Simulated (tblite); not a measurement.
CH7ClGe3O.
Numbering: `[O:1]=[CH:2][GeH2:3][Ge@@H:4]([Cl:5])[GeH3:6]` (hydrogens: H7 on C2; H8, H9 on Ge3; H10 on Ge4; H11, H12, H13 on Ge6)

Computed with GFN2-xTB (tblite), gas phase: L-BFGS steps from a force-field or distance-geometry start until the largest atomic force falls under 0.01 eV/Å.

Step 57: E = -547.7392 eV
```
atom  x, y, z in Å  |  force x, y, z in eV/Å
O1     -1.2983    1.4039   -0.2368   -0.027  -0.035   0.072
C2     -2.0465    0.5331    0.1391    0.022   0.099  -0.018
Ge3    -1.2754   -1.2295    0.6724   -0.060  -0.027  -0.135
Ge4     0.8687   -0.9296   -0.4549    0.030   0.005   0.021
Cl5     0.5433   -1.3962   -2.4902    0.006  -0.006  -0.021
Ge6     1.8309    1.2637   -0.1432    0.019   0.012  -0.024
H7     -3.1390    0.7260    0.1231    0.018  -0.031   0.031
H8     -1.3241   -1.2803    2.1765   -0.003   0.025   0.115
H9     -2.2924   -2.2747    0.2642   -0.003  -0.024  -0.017
H10     1.8146   -2.0537    0.0289    0.034   0.009  -0.002
H11     1.0678    2.4137   -0.7059    0.052  -0.027  -0.027
H12     3.2275    1.3193   -0.7204   -0.044  -0.010   0.017
H13     2.0186    1.5046    1.3294   -0.044   0.009  -0.011
```

Step 58: E = -547.7414 eV
```
atom  x, y, z in Å  |  force x, y, z in eV/Å
O1     -1.2883    1.4043   -0.2327    0.046  -0.011   0.055
C2     -2.0335    0.5332    0.1468   -0.032   0.128  -0.006
Ge3    -1.2751   -1.2344    0.6681   -0.036  -0.062  -0.137
Ge4     0.8747   -0.9385   -0.4520    0.036   0.042   0.031
Cl5     0.5356   -1.4039   -2.4838    0.016  -0.022  -0.041
Ge6     1.8254    1.2643   -0.1500    0.008   0.015  -0.023
H7     -3.1234    0.7363    0.1476   -0.024  -0.052   0.031
H8     -1.3400   -1.2923    2.1698    0.001   0.024   0.139
H9     -2.3017   -2.2661    0.2481    0.007  -0.019  -0.023
H10     1.8308   -2.0539    0.0354    0.016   0.006  -0.012
H11     1.0664    2.4107   -0.7274    0.051  -0.039  -0.018
H12     3.2282    1.3315   -0.7116   -0.042  -0.027   0.018
H13     1.9966    1.5091    1.3240   -0.046   0.017  -0.013
```

Step 59: E = -547.7435 eV
```
atom  x, y, z in Å  |  force x, y, z in eV/Å
O1     -1.2613    1.3994   -0.2379   -0.069  -0.149   0.122
C2     -2.0098    0.5360    0.1592   -0.008   0.263  -0.054
Ge3    -1.2755   -1.2455    0.6621   -0.033  -0.088  -0.075
Ge4     0.8818   -0.9478   -0.4477    0.039   0.075   0.025
Cl5     0.5264   -1.4178   -2.4752    0.031  -0.036  -0.051
Ge6     1.8147    1.2673   -0.1595   -0.004   0.013  -0.012
H7     -3.0979    0.7568    0.1925    0.029  -0.049   0.018
H8     -1.3654   -1.3157    2.1668    0.002   0.021   0.083
H9     -2.3182   -2.2557    0.2174    0.041   0.014  -0.012
H10     1.8519   -2.0497    0.0462   -0.002  -0.003  -0.025
H11     1.0621    2.4069   -0.7580    0.046  -0.040  -0.015
H12     3.2249    1.3470   -0.7001   -0.027  -0.046   0.019
H13     1.9619    1.5192    1.3165   -0.046   0.026  -0.022
```

Step 60: E = -547.7453 eV
```
atom  x, y, z in Å  |  force x, y, z in eV/Å
O1     -1.2615    1.4035   -0.2197    0.107   0.027   0.042
C2     -2.0066    0.5355    0.1640   -0.072   0.073   0.007
Ge3    -1.2800   -1.2528    0.6520    0.021  -0.043  -0.008
Ge4     0.8871   -0.9512   -0.4463    0.014   0.069   0.017
Cl5     0.5233   -1.4175   -2.4742    0.047  -0.045  -0.047
Ge6     1.8148    1.2658   -0.1641   -0.024   0.006   0.006
H7     -3.0913    0.7533    0.2034   -0.084  -0.026   0.019
H8     -1.3736   -1.3073    2.1603    0.008   0.001   0.046
H9     -2.3281   -2.2556    0.2119    0.026  -0.009  -0.022
H10     1.8662   -2.0454    0.0514   -0.020  -0.007  -0.037
H11     1.0688    2.4016   -0.7738    0.021  -0.023  -0.018
H12     3.2264    1.3516   -0.6946    0.003  -0.059   0.011
H13     1.9502    1.5190    1.3120   -0.046   0.036  -0.017
```

Problem. Estimate the geometry and energy of step 61. (The exact step hangs on the optimiser's Hessian estimate; all steps are aligned on step 60, rigid shifts and turns removed.)

Solution. E = -547.7465 eV, largest force 0.089 eV/Å
```
atom  x, y, z in Å  |  force x, y, z in eV/Å
O1     -1.2550    1.4009   -0.2198    0.068   0.035   0.045
C2     -2.0041    0.5371    0.1655   -0.055   0.016   0.023
Ge3    -1.2804   -1.2563    0.6512    0.012  -0.005   0.025
Ge4     0.8876   -0.9496   -0.4462    0.002   0.044   0.000
Cl5     0.5238   -1.4197   -2.4751    0.051  -0.039  -0.027
Ge6     1.8132    1.2660   -0.1646   -0.020   0.005   0.011
H7     -3.0892    0.7557    0.2104   -0.054  -0.002   0.008
H8     -1.3761   -1.3086    2.1633    0.006  -0.007  -0.004
H9     -2.3306   -2.2548    0.2051    0.028  -0.011  -0.013
H10     1.8679   -2.0424    0.0528   -0.019  -0.008  -0.038
H11     1.0693    2.3993   -0.7776    0.008  -0.005  -0.027
H12     3.2244    1.3515   -0.6938    0.016  -0.060   0.010
H13     1.9449    1.5214    1.3110   -0.044   0.036  -0.013
```

The energy changes by -0.0011 eV. The first-order estimate −F·Δx gives -0.0015 eV and the mean of the old and new forces, exact on a quadratic surface, -0.0011 eV. The step makes an angle of 69° with the force vector and moves no atom by more than 0.008 Å.

What follows is the cost of the whole relaxation. On one thread of an Arm Neoverse V2, no GPU, shared host with 96 logical CPUs at a one-minute load of 26, this took 1.1 s of wall time.
